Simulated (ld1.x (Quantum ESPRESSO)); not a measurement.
## selenium: variants of one TM potential

Base potential:

Se (Z = 34), norm-conserving Troullier–Martins (Kleinman–Bylander form), made with ld1.x (Quantum ESPRESSO) 7.5 (LDA (PZ), scalar-relativistic). Core [Ar] 3d10, reference 4s2 4p3.75 (charge +0.25). Waves: 4p (bound): rc 1.75 bohr; 4d channel at 0.05 Ry: rc 1.65 bohr; 4s (bound): rc 1.50 bohr. Local part: the s channel. Core correction: none.

Cutoffs, loose and tight: the cutoffs (Ry, on a coarse ladder) from which the occupation-weighted sum of valence levels, in a spherical-Bessel basis at the reference potential, stays within 10 and 1 mRy of its value at 400 Ry. They do not see the model core or the augmentation charge, which bear on the density cutoff. Test errors are all-electron minus pseudo excitation energies from the reference, over the configurations 4s2 4p4; 4s2 4p3; 4s2 4p2; 4s0 4p6; 4s2 4p0; 4s2 4p4.3; 4s2 4p3.5 (two spin-polarised tests are not counted in the largest error). A dash means not determined; rows that change the core or the reference have their own tests.

A true bound ghost makes a file unfit for plane-wave use even where its test errors are small: the radial tests pick states by their node count and pass the ghost by.

```csv
change,outcome,"cutoff, loose","cutoff, tight",bound ghosts,largest test error (meV)
base,generated,40 Ry,55 Ry,d,+218
functional PBE,generated,40 Ry,55 Ry,d,-53
"type PAW; waves now 4s (bound): rcut 1.30, rcutus 1.50 bohr; 4s channel at -0.8 Ry: rcut 1.30, rcutus 1.50 bohr; 4p (bound): rcut 1.50, rcutus 1.75 bohr; 4p channel at 0.1 Ry: rcut 1.50, rcutus 1.75 bohr; 4d channel at 0.05 Ry: rcut 1.45, rcutus 1.65 bohr; local potential all-electron potential smoothed inside 1.55 bohr (lloc = -1); core correction a·sin(br)/r model core, default radius (ld1.x builds one for every PAW set, though the input has nlcc=.false.); augmentation PSQ, radius 1.35 bohr",generated,18 Ry,35 Ry,none,-243
wave 4p (bound): rc 1.75 bohr becomes 4p (bound): rc 1.84 bohr,generated,40 Ry,55 Ry,d,+215
wave 4d channel at 0.05 Ry: rc 1.65 bohr becomes 4d channel at 0.01 Ry: rc 1.65 bohr,generated,40 Ry,55 Ry,d,+218
reference 4s2 4p3,generated,40 Ry,55 Ry,d,+44
wave 4s (bound): rc 1.50 bohr becomes 4s (bound): rc 1.34 bohr,generated,40 Ry,80 Ry,d,+225
wave 4d channel at 0.05 Ry: rc 1.65 bohr becomes 4d channel at 0.05 Ry: rc 2.00 bohr,generated,40 Ry,55 Ry,none,+218
core correction a·sin(br)/r model core inside 1.66 bohr,generated,40 Ry,55 Ry,d,-17
```
